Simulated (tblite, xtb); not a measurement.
C₄H₁₃AlN (SMILES CC[N](C)(C)->[AlH2+]), charge +1, singlet, at a GFN2-xTB geometry (such geometries of metal compounds can be far from the true shape). Base run: GFN1-xTB (xtb).

The xtb input:
```
$ xtb mol.xyz --gfn 1 --chrg 1 --json

# file mol.xyz
19

Al    -1.40397890    -0.71832228    -0.45946005
H     -2.21807388    -1.38307979     0.64256811
H     -1.67112782    -0.57995054    -1.95416474
C     -0.61068351     1.91074676     0.47017436
C      0.53031389     1.19693653    -0.23562742
N      0.46876232    -0.26252383    -0.00214089
C      1.44600606    -0.93558142    -0.87046584
C      0.69685116    -0.60886488     1.40610853
H     -1.56795622     1.39317005     0.24704715
H     -0.48191805     1.95066816     1.54904706
H     -0.69951582     2.93165926     0.10520031
H      0.43497589     1.35463536    -1.31824661
H      1.49876398     1.59577289     0.08439351
H      1.18259267    -0.76444737    -1.91827693
H      1.42817862    -2.00998747    -0.68487893
H      2.45706737    -0.56311506    -0.69179899
H      1.63103514    -0.18219451     1.77724489
H     -0.13652487    -0.25124016     2.01980485
H      0.73796665    -1.69545607     1.50888953
```

Programs used: tblite, xtb; a row that names a program was run with it.

Variants of this job, named by their change:

```csv
change,ΔE vs base (kJ/mol),HOMO-LUMO gap (eV),SCF cycles
base,0.00,6.10,9
etemp = 5000,-0.19,6.11,9
alpb = dmso,?,?,9
"program = tblite; method = gfn1; option = (--etemp, 2000)",0.00,-,-
acc = 1000,0.00,6.10,6
program = tblite; method = gfn1; option = --grad,0.00,-,-
etemp = 3000,0.00,6.10,9
program = tblite; method = gfn1; option = --spin-polarized,0.00,-,-
"program = tblite; method = gfn1; option = (--guess, eeq)",0.00,-,-
```

Task: Complete the blanks.

Result: 
- alpb = dmso, ΔE vs base (kJ/mol): -209.5
- alpb = dmso, HOMO-LUMO gap (eV): 6.00

ALPB and GBSA are two models with their own fitted parameters for each solvent, which aren't always the measured dielectric constant.
